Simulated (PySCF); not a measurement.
Compound: NbSF3 (singlet state).
Structure used (PBE0-D3(BJ)/def2-SVP), in Å, numbered top down from 1:
```
atom  x, y, z in Å
Nb1    0.0171   -0.0218   -0.0928
S2    -0.0676   -0.0245    2.0335
F3     1.7944   -0.1054   -0.5951
F4    -0.7612    1.5412   -0.7005
F5    -0.9079   -1.4999   -0.7073
```

The calculation used PySCF, PBE0-D3(BJ)/def2-SVP geometry optimisation, gas phase, def2 core potentials past Kr.

Problem. Which atoms are bound to Nb1, and at what distances?

Solution. 4 atoms: F3 1.849 Å, F4 1.849 Å, F5 1.849 Å, S2 2.128 Å.

Problem. List the angles at Nb1.

Solution. 
```tsv
angle	degrees	distance of the outer atoms (Å)
F4–Nb1–F5	110.9	3.04
F3–Nb1–F5	110.8	3.04
F3–Nb1–F4	110.7	3.04
S2–Nb1–F4	108.2	3.23
S2–Nb1–F5	108.1	3.22
S2–Nb1–F3	108.0	3.22
```

Problem. What is the shape at Nb1?

Solution. Tetrahedral: angles from 108.0° to 110.9°; τ4 = (360° − α − β)/141° = 0.98 with α and β the two widest (0 for a square, 1 for a tetrahedron).

Problem. What are the rotational constants (commonest isotopes, rigid rotor)?

Solution. A = 2873, B = 2065, C = 2064 MHz: a prolate symmetric top.

Point group: C3v (every atom within 0.08 Å of its image). Charge 0, singlet. PBE0-D3(BJ)/def2-SVP frequencies: not computed here.

Time: 51 s of wall time; peak memory 0.36 GiB. Hardware: Intel Xeon Platinum 8488C, one thread, no GPU, shared host with 96 logical CPUs at a one-minute load of 15. These figures are those of the optimisation.
